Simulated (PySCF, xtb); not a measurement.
TaOF₃, SMILES [O]=[Ta]([F])([F])[F], multiplicity 1.

Harmonic wavenumbers (cm⁻¹) from GFN2-xTB (xtb) at its own minimum, in rising order: 135, 135, 162, 206, 206, 411, 438, 438, 810.

### Question
What does PySCF with B3LYP-D3(BJ)/def2-SVP give at its own minimum? (The exact figures need the calculation; the answer reports its results.)

### Answer
162, 162, 189, 259, 259, 701, 704, 704, 1020. Paired by order, the mean absolute difference is 136 cm⁻¹ and the zero-point energies are 4.2 and 5.9 kcal/mol.
